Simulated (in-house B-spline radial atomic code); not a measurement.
Inner levels of rubidium as electrons are removed. A shift is the extra binding of the orbital against the neutral atom ([Kr] 5s1). The density at the nucleus is averaged over the nuclear charge. Computed with a B-spline radial code for spherical atoms: Dirac-Hartree-Fock, average of the configuration, finite nuclei.

| ion | configuration | shift of 2p1/2 (eV) | shift of 3p1/2 (eV) | shift of 3p3/2 (eV) | radius of 2p1/2 (bohr) | radius of 3p1/2 (bohr) | radius of 3p3/2 (bohr) | Σ<r²> (bohr²) | change of density at nucleus (bohr⁻³) |
| --- | --- | --- | --- | --- | --- | --- | --- | --- | --- |
| Rb | [Kr] 5s1 | 0 | 0 | 0 | 0.15231 | 0.50947 | 0.51925 | 66.797 | - |
| Rb+ | [Ar] 3d10 4s2 4p6 | 5.5543 | 5.5469 | 5.5472 | 0.15231 | 0.50945 | 0.51922 | 31.436 | -2.3441 |
| Rb2+ | [Ar] 3d10 4s2 4p5 | 19.948 | 19.704 | 19.704 | 0.15231 | 0.50974 | 0.51953 | 26.203 | 3.89 |
| Rb3+ | [Ar] 3d10 4s2 4p4 | 35.783 | 35.186 | 35.182 | 0.15231 | 0.5096 | 0.51936 | 21.875 | 10.987 |
| Rb4+ | [Ar] 3d10 4s2 4p3 | 52.944 | 51.865 | 51.853 | 0.1523 | 0.50938 | 0.5191 | 18.189 | 18.882 |
| Rb5+ | [Ar] 3d10 4s2 4p2 | 71.346 | 69.647 | 69.624 | 0.15229 | 0.50906 | 0.51875 | 14.988 | 27.538 |
| Rb6+ | [Ar] 3d10 4s2 4p1 | 90.928 | 88.461 | 88.422 | 0.15229 | 0.50865 | 0.51828 | 12.167 | 36.932 |
| Rb7+ | [Ar] 3d10 4s2 | 111.64 | 108.25 | 108.19 | 0.15228 | 0.50815 | 0.51771 | 9.6508 | 47.054 |
| Rb8+ | [Ar] 3d10 4s1 | 134.54 | 130.18 | 130.1 | 0.15226 | 0.50723 | 0.51668 | 7.6489 | -15.845 |
| Rb9+ | [Ar] 3d10 | 158.42 | 152.95 | 152.83 | 0.15225 | 0.50622 | 0.51554 | 5.8169 | -87.171 |
| Rb10+ | [Ar] 3d9 | 205.25 | 191.66 | 191.3 | 0.15217 | 0.49986 | 0.50883 | 5.2769 | -66.758 |
| Rb11+ | [Ar] 3d8 | 254.57 | 231.87 | 231.25 | 0.15208 | 0.49349 | 0.50212 | 4.7898 | -44.373 |
| Rb12+ | [Ar] 3d7 | 306.33 | 273.54 | 272.64 | 0.15198 | 0.48713 | 0.49544 | 4.3476 | -20.035 |
| Rb13+ | [Ar] 3d6 | 360.49 | 316.63 | 315.44 | 0.15185 | 0.4808 | 0.48882 | 3.9442 | 6.2406 |
| Rb14+ | [Ar] 3d5 | 417.01 | 361.1 | 359.61 | 0.15171 | 0.47454 | 0.48228 | 3.5746 | 34.442 |
| Rb15+ | [Ar] 3d4 | 475.86 | 406.94 | 405.13 | 0.15155 | 0.46835 | 0.47584 | 3.2348 | 64.565 |
| Rb16+ | [Ar] 3d3 | 537 | 454.12 | 451.99 | 0.15138 | 0.46225 | 0.46949 | 2.9213 | 96.602 |
| Rb17+ | [Ar] 3d2 | 600.41 | 502.63 | 500.15 | 0.15118 | 0.45624 | 0.46325 | 2.6313 | 130.56 |
| Rb18+ | [Ar] 3d1 | 666.07 | 552.44 | 549.61 | 0.15097 | 0.45032 | 0.45712 | 2.3623 | 166.43 |
| Rb19+ | [Ne] 3s2 3p6 | 733.94 | 603.55 | 600.36 | 0.15074 | 0.44451 | 0.45111 | 2.1123 | 204.22 |
| Rb20+ | [Ne] 3s2 3p5 | 799.54 | 654.42 | 650.96 | 0.15072 | 0.43921 | 0.4456 | 1.8438 | 247.51 |
| Rb21+ | [Ne] 3s2 3p4 | 866.58 | 706.19 | 702.45 | 0.15048 | 0.43425 | 0.44046 | 1.5873 | 292.25 |
